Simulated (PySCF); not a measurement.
## Adding and removing an electron: Cu₂

PBE0; PySCF, no relativity, basis sets Cu def2-TZVPPD. Neutral (UKS): singlet (closed shell), Re = 2.282 Å, ωe = 245 cm⁻¹, De = 1.78 eV, HOMO -5.72 eV, LUMO -2.12 eV.

Cu₂⁺ (UKS): doublet (σ ↑), Re = 2.456 Å, ωe = 173 cm⁻¹, De = 1.85 eV to Cu⁺ (3d10) + Cu (3d10 4s1). The energies at the minima are -3280.55433 hartree for Cu2 and -3280.27138 for Cu₂⁺.

Q: Work out the adiabatic ionisation energy, without and with harmonic zero-point energies (1 hartree = 27.2114 eV, 1 eV = 8065.5 cm⁻¹), and the change of the bond length.

A: At PBE0: 0.28295 hartree = 7.699 eV between the minima; the zero-point term (173.0 − 245.0)/2 cm⁻¹ = -0.004 eV makes it 7.695 eV. Re changes by +17.4 pm against the neutral. Minus the HOMO energy is 5.72 eV, -1.98 eV from the value between the minima; self-interaction puts the Kohn–Sham level too high, less so with exact exchange. The electron leaves a σ orbital, and the longer bond of the ion fits a bonding orbital, or a change in how ionic the bond is.

Cu₂⁻ (UKS): doublet (σ ↑), Re = 2.406 Å, ωe = 185 cm⁻¹. The energies at the minima are -3280.55433 hartree for Cu2 and -3280.58062 for Cu₂⁻.

Q: Work out the adiabatic electron affinity, without and with harmonic zero-point energies (1 hartree = 27.2114 eV, 1 eV = 8065.5 cm⁻¹), and the change of the bond length.

A: At PBE0: 0.02629 hartree = 0.715 eV between the minima; the zero-point term (245.0 − 185.0)/2 cm⁻¹ = +0.004 eV makes it 0.719 eV. Re changes by +12.4 pm against the neutral. The electron enters a σ orbital, and the longer bond of the ion fits an antibonding orbital, or a change in how ionic the bond is.

Closed-shell solutions of metal pairs were not tested for spin polarisation, which can lower them a little. The highest Kohn–Sham level is positive in this anion. Much of that is self-interaction error, but it also means that the finite basis helps to hold the extra electron. The state is the lowest single determinant that the PBE0 search found; with open d or f shells the true ground state can be another one.
